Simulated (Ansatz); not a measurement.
Consider the substitution at a C–C bond: `NC(S)CC=O` + `OC[SiH2]S` → `O=COC[SiH2]S` + `CC(N)S`.

Isolated molecules relaxed with PBE0-D4/def2-TZVP in Ansatz; ΔE leaves out vibrations. CCSD(T)/CBS is the MP2 limit (def2-TZVPP, def2-QZVPP) plus CCSD(T) − MP2 in def2-TZVPP, frozen cores. Functionals use def2-TZVPP. B3LYP here is the variant with VWN-RPA as its local correlation; programs differ in this. Each species was taken in one conformer, which may not be the lowest.

`NC(S)CC=O`:

```xyz
13

N    -1.561    0.996    0.311
C    -0.544   -0.022    0.310
S    -1.139   -1.484   -0.594
C     0.804    0.386   -0.313
C     1.837   -0.692   -0.133
O     2.565   -0.747    0.821
H    -1.267    1.803    0.849
H    -1.775    1.295   -0.634
H    -0.356   -0.315    1.346
H    -2.253   -1.642    0.138
H     1.153    1.286    0.198
H     0.658    0.605   -1.376
H     1.879   -1.470   -0.923
```

`OC[SiH2]S`:

```xyz
10

O     0.841    0.843    1.073
C    -0.414    0.223    0.842
Si   -0.498   -0.204   -0.993
S     1.131   -1.481   -1.507
H     0.931    1.029    2.011
H    -0.530   -0.698    1.429
H    -1.252    0.889    1.098
H    -0.489    1.051   -1.788
H    -1.739   -0.967   -1.282
H     2.020   -0.686   -0.885
```

`O=COC[SiH2]S`:

```xyz
12

O    -1.096    2.281   -0.173
C    -1.727    1.487    0.459
O    -1.609    0.161    0.392
C    -0.624   -0.341   -0.526
Si    1.051   -0.566    0.325
S     2.448   -0.952   -1.250
H    -2.508    1.740    1.190
H    -0.532    0.335   -1.379
H    -1.004   -1.301   -0.878
H     1.018   -1.732    1.244
H     1.374    0.656    1.101
H     3.209   -1.767   -0.504
```

`CC(N)S`:

Z-matrix (Å, degrees):
```
C
C 1 1.518
H 1 1.093 2 111.9
H 1 1.093 2 110.5 3 120.8
H 1 1.095 2 109.6 3 -119.6
N 2 1.445 1 115.5 3 177.7
S 2 1.830 1 111.9 3 -62.6
H 2 1.093 1 109.6 3 56.6
H 6 1.012 2 110.6 1 -68.6
H 6 1.014 2 110.5 1 51.4
H 7 1.342 2 96.9 1 35.3
```

Q: Is it downhill or uphill in electronic energy at CCSD(T)/CBS, and by how much? (Best estimate.)

A: The calculation gave: Downhill: ΔE = -51.4 kJ/mol.

Q: What do these levels give: B3LYP-D4, ωB97X-V, ωB97M-V, B2PLYP, PBE0, HF/def2-TZVPP, SCS-MP2/def2-TZVPP, CCSD(T)/def2-TZVPP, HF/def2-QZVPP, MP2/def2-QZVPP, SCS-MP2/def2-QZVPP, HF/CBS(def2)? (An estimate is asked.)

A: The calculation gave: B3LYP-D4 -59.0, ωB97X-V -57.0, ωB97M-V -55.0, B2PLYP -59.3, PBE0 -58.0, HF/def2-TZVPP -57.9, SCS-MP2/def2-TZVPP -52.7, CCSD(T)/def2-TZVPP -53.6, HF/def2-QZVPP -58.1, MP2/def2-QZVPP -51.9, SCS-MP2/def2-QZVPP -51.4, HF/CBS(def2) -58.2 kJ/mol.

Largest T1 diagnostic among the species: 0.015.

In def2-TZVPP, CCSD(T) changes the Hartree–Fock value by +4.4 kJ/mol (the triples alone add −1.9 kJ/mol) and MP2 by +4.9 kJ/mol. From PBE to PBE0 (25 % exact exchange), in def2-TZVPP and without D4, ΔE moves by +3.3 kJ/mol.
